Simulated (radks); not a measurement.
Results of a calculation; reference values are marked as such.
Task: The mean radii <r> (bohr) of the occupied orbitals of an atom or ion are listed with their occupations. Level of theory: scalar-relativistic Kohn-Sham, PBEsol, spin-polarised, spherical densities, finite nucleus; Fermi nuclear charge, rms radius of each element as measured or else 0.836 A^(1/3) + 0.57 fm (a radial shooting solver on a logarithmic mesh with Libxc functionals).

orbital  occ.      <r>
1s down     1  0.01933
1s up       1  0.01933
2s up       1  0.08187
2s down     1  0.08187
2p up       3  0.07293
2p down     3  0.07293
3s down     1   0.2127
3s up       1   0.2127
3p down     3   0.2124
3p up       3   0.2124
3d up       5   0.1925
3d down     5   0.1925
4s up       1   0.4781
4s down     1   0.4781
4p up       3   0.5080
4p down     3   0.5080
4d up       5   0.5477
4d down     5   0.5476
5s up       1    1.172
5s down     1    1.170
5p up       3    1.397
5p down     3    1.392
4f up       7   0.7263
4f down     7   0.7231
6s up       1    3.601
6s down     1    3.671
5d up       1    2.866

Name the element and its charge. Open shells, if any, are filled with parallel spins first.

Result: Z = 71, lutetium, charge 0: Lu in [Xe] 4f14 5d1 6s2. The 1s radius gives Z: for a bare nucleus <r> = (2 gamma + 1)/(2Z) with gamma = sqrt(1 - (Z/c)^2), 0.01909 bohr for Z = 71, and screening makes it slightly larger (0.01933 here). The occupations add up to 71, and the charge is Z minus that.
